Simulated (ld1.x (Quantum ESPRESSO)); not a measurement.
iodine (I): one change to a TM potential, before and after

```json
{
 "Element": "I",
 "Generator": "ld1.x (Quantum ESPRESSO) 7.5",
 "Type": "norm-conserving Troullier–Martins (Kleinman–Bylander form)",
 "Functional": "PBEsol",
 "Relativity": "fully relativistic",
 "Frozen core": "[Kr] 4d10",
 "Valence charge": "7",
 "Reference configuration": "5s2 5p5",
 "Partial waves": "5s (bound): rc 1.75 bohr; 5p (bound): rc 2.05 bohr",
 "Local potential": "all-electron potential smoothed inside 1.65 bohr (lloc = -1)",
 "Core correction": "Bessel-smoothed model core inside 0.90 bohr"
}
```

Open shells are filled in proportion to 2j + 1 (rel_dist='average').

Change: local potential all-electron potential smoothed inside 1.26 bohr (lloc = -1).

Cutoffs: the cutoffs (Ry, on a coarse ladder) from which the occupation-weighted sum of valence levels, in a spherical-Bessel basis at the reference potential, stays within 10 and 1 mRy of its value at 400 Ry; they do not see the model core or the augmentation charge, which bear on the density cutoff. Errors are all-electron minus pseudo energies relative to the spin-unpolarised reference configuration.

**Question.** How do hardness, ghosts and transferability respond?

**Answer.** The potential gets neither clearly harder nor softer (35 Ry and 45 Ry → 35 Ry and 45 Ry); the bound ghosts move from d, s to d, p, s; the number of tests that count goes from 6 to 5; of the 5 tests that both files solve, the error grows in 4 and shrinks in 0 by more than 15 % and 0.3 meV (median size 1.0 → 5.4 meV); the range in which the s phases agree narrows (upper end 5.0 → 2.9); the range in which the p1/2 phases agree widens (upper end 1.9 → at the end of the scan). In the separable form a ghost depends on how the local part lies against the semilocal potential of the channel, so the choice of the local part can create or remove one. That the errors move this way runs against the usual rule that smaller radii transfer better.

| quantity | base | changed |
| --- | --- | --- |
| cutoff, loose | 35 Ry | 35 Ry |
| cutoff, tight | 45 Ry | 45 Ry |
| loose cutoff by channel (10 mRy a level) | s 30 Ry, p 15 Ry | s 25 Ry, p 12 Ry |
| bound ghosts | s, d | s, p3/2, p1/2, d |
| tests counted (converged, no solver errors) | 6 of 7 | 5 of 7 |
| error for 5s2 5p4, meV [ΔE 11.18 eV] | +1.9 | -5.4 |
| error for 5s2 5p3, meV [ΔE 31.09 eV] | +2.3 | -27 |
| error for 5s2 5p5.3, meV [ΔE -1.79 eV] | +0.1 | -0.3 |
| error for 5s2 5p4.5, meV [ΔE 4.55 eV] | +0.6 | -1.1 |
| error for 5s1 5p5, meV [ΔE 22.14 eV] | -1.0 | -32 |
| s: phases at 2.25 bohr within 0.05 rad from the reference energy up to (Ry; the scan ends near 5) | 5.0 | 2.9 |
| p1/2: phases at 2.25 bohr within 0.05 rad from the reference energy up to (Ry; the scan ends near 5) | 1.9 | to the end of the scan |
| p3/2: phases at 2.25 bohr within 0.05 rad from the reference energy up to (Ry; the scan ends near 5) | 1.6 | to the end of the scan |

Base: Tests not counted: 5s2 5p1 (solver errors, printed error -51.2 eV). Changed file: Tests not counted: 5s2 5p2 (solver errors, printed error +248 meV); 5s2 5p1 (solver errors, printed error -5.6 eV). A true bound ghost makes a file unfit for plane-wave use even where its test errors are small: the radial tests pick states by their node count and pass the ghost by. Where a test does run into it, the solver fails or the error is huge.
